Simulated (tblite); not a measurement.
Species: C4H2FN2 (doublet state).
SMILES: `N#C/C=N\[C]=C\F`

Level: GFN2-xTB in tblite, geometry and Hessian alike; calculated harmonic values, unscaled, isolated species. This tight-binding method is rough: wavenumbers can miss measured ones by several per cent, in bad cases by 10 to 20. Open shells enter through the occupations alone, without spin polarisation, and single modes of such species can be off by tens of per cent.

Harmonic wavenumbers (cm⁻¹): 62.4, 130.6, 156.4, 228.2, 318.7, 364.6, 434.9, 486.7, 556.2, 609.0, 667.0, 907.9, 1029.3, 1114.8, 1181.8, 1289.2, 1540.2, 2083.0, 2295.1, 3060.3, 3061.7.

A = 6946, B = 1211, C = 1049 MHz; mass 97.020 u (most abundant isotopes); point group C1, symmetry number 1; spin multiplicity 2.

Problem. Zero-point energy?

Solution. ½Σν̃ = 10789 cm⁻¹ = 30.85 kcal/mol.

Problem. Give the ideal-gas entropy at 298.15 K and 1 bar in the rigid-rotor, harmonic-oscillator model (classical rotation).

Solution. Translation 39.65, rotation 27.99, vibration 17.43, spin (R ln 2) 1.38: S = 86.5 cal/(mol K).

Problem. And Cp and H(298.15 K) − H(0)?

Solution. Cp = 25.98 cal/(mol K), of which vibrations give 18.03 (their classical limit is 21 R = 41.7); H(298.15 K) − H(0) = 5.19 kcal/mol without the zero-point energy, 2.82 from vibrations.

Problem. Which modes carry the vibrational entropy at 298.15 K?

Solution. 62.4 cm⁻¹: 4.38; 130.6 cm⁻¹: 2.94; 156.4 cm⁻¹: 2.59; 228.2 cm⁻¹: 1.89; 318.7 cm⁻¹: 1.32; 364.6 cm⁻¹: 1.10 cal/(mol K); the other 15 give 3.21 together.

Problem. What must be added to the electronic energy to get the Gibbs energy at 298.15 K and 1 bar?

Solution. ZPE + [H(298.15 K) − H(0)] − T·S = 30.85 + 5.19 − 25.78 = 10.26 kcal/mol.

Problem. Blend soft modes into free rotors: weight 1/[1 + (100 cm⁻¹/ν̃)⁴] for the oscillator and the rest for a rotor with moment μB/(μ + B), μ = h/(8π²ν), B = 10⁻⁴⁴ kg m². What vibrational entropy results?

Solution. 16.42 cal/(mol K) in place of 17.43, which changes −T·S at 298.15 K by +0.30 kcal/mol.

Hindered rotation and anharmonicity are outside this model. The structure is chiral; the term R ln 2 for an equal mix with its mirror image is left out.

Hardware: Arm Neoverse V2, one thread, no GPU, shared host with 96 logical CPUs at a one-minute load of 84. Cost: 0.14 s of wall time. This covers the Hessian and the dipole derivatives.
